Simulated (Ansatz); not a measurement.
`OB(O)c1cccs1`, relaxed with RKS PBE0-D4/def2-TZVP in the Gaussian-basis code of Ansatz from a GFN2-xTB geometry. The force threshold is 0.005 eV/Å; the program also tests the step.

The species carries charge 0 and has multiplicity 1.

Start:

```xyz
13

O     2.527    0.297   -0.720
B     1.465    0.934   -0.150
O     1.621    2.213    0.247
C     0.078    0.249    0.062
C    -0.317   -1.025   -0.252
C    -1.655   -1.310    0.082
C    -2.278   -0.245    0.654
S    -1.239    1.113    0.789
H     2.386   -0.608   -0.992
H     2.495    2.568    0.084
H     0.335   -1.748   -0.714
H    -2.128   -2.260   -0.095
H    -3.288   -0.179    1.005
```

By how much does the energy fall, and how many steps does the optimiser take? (Best estimate.)

Computed: 2.30 kJ/mol, in 6 steps.

Which bonds change most? (An estimate is asked.)

The calculation gave: C4–S8 from 1.735 to 1.714 Å; C7–S8 from 1.715 to 1.697 Å; B2–O3 from 1.349 to 1.361 Å; B2–C4 from 1.561 to 1.550 Å.

Give the relaxed structure. (Estimate.)

Computed: 
```xyz
13

O     2.528    0.301   -0.718
B     1.459    0.936   -0.148
O     1.615    2.227    0.253
C     0.083    0.254    0.061
C    -0.310   -1.026   -0.256
C    -1.650   -1.312    0.080
C    -2.271   -0.238    0.655
S    -1.227    1.095    0.779
H     2.351   -0.604   -0.977
H     2.501    2.557    0.079
H     0.345   -1.754   -0.721
H    -2.135   -2.263   -0.094
H    -3.289   -0.173    1.007
```
